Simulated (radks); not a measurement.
The numbers below are computed, except where a source is named.
Ionisation of the erbium ion Er3+, [Xe] 4f11, to [Xe] 4f10 as the strength of local exchange is varied. Level of theory: scalar-relativistic Kohn-Sham, Slater X-alpha exchange (alpha = 2/3 is LDA exchange), no correlation, spin-unpolarised, spherical densities, finite nucleus; Fermi nuclear charge, rms radius 5.2516 fm (a radial shooting solver on a logarithmic mesh with Libxc functionals).

\begin{tabular}{lrrrrr}
alpha & E(Er3+) (hartree) & exchange (hartree) & IE (eV) & -e of the level emptied (eV) & <r> of it (bohr) \\ \hline
0.667 & -13068.4909 & -261.5926 & 44.158 & 33.994 (4f) & 0.7683 \\
0.679 & -13073.2179 & -266.4008 & 44.566 & 34.367 (4f) & 0.7666 \\
0.76 & -13105.1723 & -298.9490 & 47.370 & 36.937 (4f) & 0.7550 \\
0.818 & -13128.1038 & -322.3546 & 49.430 & 38.834 (4f) & 0.7472 \\
1.001 & -13200.7321 & -396.7453 & 56.211 & 45.120 (4f) & 0.7243 \\
\end{tabular}

NIST Atomic Spectra Database: 42.42 eV (semi-empirical). The central value is not met in this range of alpha. Spin polarisation and multiplet splitting are left out, so open shells lie too high by an amount that depends on their filling. Spin-orbit splitting is averaged out at the scalar-relativistic level.

Beside tabulated values, note that spin-unpolarised runs miss the spin-polarisation part of the exchange energy of open shells. No tabulated value is given for the 4+ ions of Nd, Pm and Eu to Yb, where it belongs to another shell than the one emptied here.
